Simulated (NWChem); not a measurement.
Correlation energy of dimethyl telluride (C2H6Te)

```xyz
9

C     -1.5798     0.0000    -1.0664
Te     0.0000     0.0000     0.3959
C      1.5798     0.0000    -1.0664
H     -1.5175    -0.9025    -1.6879
H     -2.5321     0.0000    -0.5189
H     -1.5175     0.9025    -1.6879
H      1.5175    -0.9025    -1.6879
H      2.5321     0.0000    -0.5189
H      1.5175     0.9025    -1.6879
```
Charge 0, spin multiplicity 1.

Program: NWChem. The geometry was optimised at PBE0/def2-SVP with def2 effective core potentials on Te, held to C2v symmetry and with no frequency check, so it may be a saddle point.

Basis set: def2-SVP. Each correlation energy counts from its own Hartree-Fock reference.

Effective core potentials replace the inner electrons of Te; spin-orbit coupling is left out. The correlated methods keep 6 core orbitals frozen. No row is a measurement; the coupled-cluster row has its own basis-set and correlation limits.

| method | correlation energy (mHa) |
|---|---|
| MP2 | -418.2 |
| SCS-MP2 | -418.2 |
| CR-CCSD[T] | [?] |
| CR-CCSD(T) | -471.2 |
| CCSD | -460.8 |
| CCSD+T(CCSD) | [?] |
| CCSD(T) | -474.5 |

What belongs in the gaps?


- CR-CCSD[T], correlation energy (mHa): -471.6
- CCSD+T(CCSD), correlation energy (mHa): -475.0
